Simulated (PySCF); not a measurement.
# Two-component Hartree-Fock for Gd (gadolinium, neutral)

Start: [Xe] 4f7 5d1 6s2; 4f5/2 filled at m_j = -5/2, -3/2, -1/2, +1/2, +3/2, +5/2; 4f7/2 filled at m_j = +7/2; 5d3/2 filled at m_j = -3/2. Calculated with PySCF 2.14 in x2c-TZVPall-2c with one added diffuse shell each of s, p, d, f type (12s12p11d5f1g, 147 functions): generalised Hartree-Fock with the X2C-1e Hamiltonian and a Gaussian nucleus; one run each with spin-orbit coupling (SO) switched off, then screened by Boettger's factors.

| spinor shell | electrons | ε, spin-free (eV) | ε, screened SO (eV) | weight of nominal j (screened SO) | rms radius, screened SO (bohr) |
| --- | --- | --- | --- | --- | --- |
| 1s1/2 | 2 | -50496.5 | -50486.9 | 1.000 | 0.0249 |
| 2s1/2 | 2 | -8458.3 | -8455.2 | 1.000 | 0.101 |
| 2p1/2 | 2 | -7521.8 | -8012.0 | 1.000 | 0.0864 |
| 2p3/2 | 4 | -7521.8 | -7311.5 | 1.000 | 0.0928 |
| 3s1/2 | 2 | -1925.4 | -1924.3 | 1.000 | 0.260 |
| 3p1/2 | 2 | -1629.3 | -1731.7 | 1.000 | 0.252 |
| 3p3/2 | 4 | -1629.3 | -1584.6 | 1.000 | 0.265 |
| 3d3/2 | 4 | -1237.1 | -1255.9 | 0.994 | 0.237 |
| 3d5/2 | 6 | -1237.1 | -1223.5 | 0.996 | 0.241 |
| 4s1/2 | 2 | -410.74 | -410.27 | 1.000 | 0.588 |
| 4p1/2 | 2 | -310.47 | -334.69 | 0.966 | 0.605 |
| 4p3/2 | 4 | -310.47 | -299.51 | 0.983 | 0.633 |
| 4d3/2 | 4 | -168.43 | -174.35 | 0.725 | 0.684 |
| 5s1/2 | 2 | -60.588 | -60.325 | 1.000 | 1.44 |
| 5p1/2 | 2 | -33.551 | -37.820 | 0.870 | 1.62 |
| 5p3/2 | 4 | -33.551 | -31.327 | 0.935 | 1.72 |
| 4f5/2 | 6 | -22.731 | -22.512 | 0.554 | 0.927 |
| 4f7/2 | 1 | -22.731 | -21.841 | 1.000 | 0.925 |
| 5d3/2 | 1 | -6.705 | -6.726 | 0.925 | 2.87 |
| 6s1/2 | 2 | -5.448 | -5.452 | 0.925 | 4.50 |

Task: Where does 4d5/2 lie, and what is the 4d spin-orbit splitting (screened SO)?

Result: At -163.92 eV, 10.428 eV above 4d3/2.

| quantity | spin-free | screened SO |
| --- | --- | --- |
| E (hartree) | -11263.59235 | -11270.91266 |
| M_J | 2 | 2 |
| ⟨J²⟩ | 10.684 | 9.463 |
| ⟨L²⟩ | 6.515 | 6.768 |
| ⟨S²⟩ | 20.170 | 20.403 |

The determinant has a definite M_J but mixes levels of different J.

Each row is a mean over spinors that exchange with the open shell spreads, by up to 19.459 eV (4d5/2).

Rows whose weight is well below 1 are mixtures of j = l ± 1/2: exchange outweighs spin-orbit coupling there, and the label is only the starting occupation.

Breit and QED terms are absent; they matter most for the inner s and p1/2 levels.

Densities and radii are taken from the X2C orbitals without a picture-change correction, which distorts them close to the nucleus.

Without spin-orbit coupling the j labels of p, d and f shells carry no meaning; the spin-free column gives the mean over the occupied spinors of each nl shell, and its ⟨J²⟩ belongs to a mixture of degenerate components.
